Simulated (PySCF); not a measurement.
A structure optimised at B3LYP-D3(BJ)/def2-SVP, used in a PySCF frequency run:

```
Ge
H 1 1.5381
H 1 1.5381 2 110.94
H 1 1.5419 2 111.30 3 124.51
Se 1 2.3888 2 109.53 3 -121.03
I 5 2.5709 1 96.50 2 60.94
```
Charge 0, spin multiplicity 1.

Problem. Write its SMILES, formula and point group.

Solution. [GeH3][Se]I, GeH3ISe, Cs

Problem. What are its rotational constants (standard atomic weights)?

Solution. 3.2601, 0.73808, 0.60650 GHz
